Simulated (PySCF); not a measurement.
**Radial density of Sc (scandium, neutral)**

UHF, [Ar] 4s2 5s1, 2S determinant (an excited configuration). Calculation: PySCF 2.14, in aug-cc-pwCVTZ (10s9p7d4f3g, 127 functions); the non-relativistic Hamiltonian (point nucleus).

| r (bohr) | 4πr²ρ (e/bohr) | 4πr²(ρα − ρβ) |
| --- | --- | --- |
| 0.00131 | 0.1259 | 0.0000 |
| 0.00220 | 0.3431 | 0.0000 |
| 0.00370 | 0.9117 | 0.0001 |
| 0.00622 | 2.320 | 0.0001 |
| 0.0105 | 5.494 | 0.0003 |
| 0.0176 | 11.53 | 0.0007 |
| 0.0296 | 19.83 | 0.0011 |
| 0.0498 | 24.77 | 0.0010 |
| 0.0838 | 20.68 | 0.0000 |
| 0.141 | 19.37 | 0.0009 |
| 0.237 | 26.40 | 0.0034 |
| 0.399 | 14.83 | 0.0000 |
| 0.671 | 6.989 | 0.0079 |
| 1.13 | 7.646 | 0.0006 |
| 1.90 | 1.744 | 0.0214 |
| 3.19 | 0.7811 | 0.0154 |
| 5.37 | 0.1630 | 0.0362 |
| 9.03 | 0.1459 | 0.1445 |
| 15.2 | 0.02057 | 0.0206 |

The outer electron is Rydberg-like, and this basis confines it to a smaller radius and binds it less than a complete one would.
